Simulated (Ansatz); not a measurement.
Reactions of AlBrH₂S, SMILES `[SH][AlH][Br]`.

Program: Ansatz. Geometries: PBE0-D4/def2-TZVP. ΔE: electronic, gas phase. CBS: MP2 limit from def2 TZ/QZ plus the TZ coupled-cluster correction, frozen cores. This one scheme is used for every species, atoms too. Open shells (•) are unrestricted, without spin–orbit coupling. Bonds to Br are less sure, by a few kJ/mol each and by 10 to 20 or more in all where they break to atoms, as the def2 sets lack core-valence functions. Scalar relativity is left out up to krypton. Each species was taken in one conformer, which may not be the lowest.

Order these by ΔE at CCSD(T)/CBS, lowest first. (Best estimate.)
A. `[SH][AlH][Br]` + CH₃NH₂ → `C[NH][AlH][SH]` + HBr
B. `[SH][AlH][Br]` + H• → `[SH][Al][Br]`• + H₂
C. `[SH][AlH][Br]` + fluoromethane → `F[CH2][AlH][Br]` + H₂S
D. `[SH][AlH][Br]` + `[CH3]`• → `[SH][Al][Br]`• + CH₄
E. `[SH][AlH][Br]` + H–F → `[F][AlH][SH]` + HBr
F. `[SH][AlH][Br]` + CH₃OH → `C[O][AlH][SH]` + HBr

D (-25.5 kcal/mol), B (-22.7 kcal/mol), E (-4.0 kcal/mol), F (+7.7 kcal/mol), A (+18.0 kcal/mol), C (+34.6 kcal/mol).

Largest T1 diagnostic: 0.012, for `[F][AlH][SH]`.
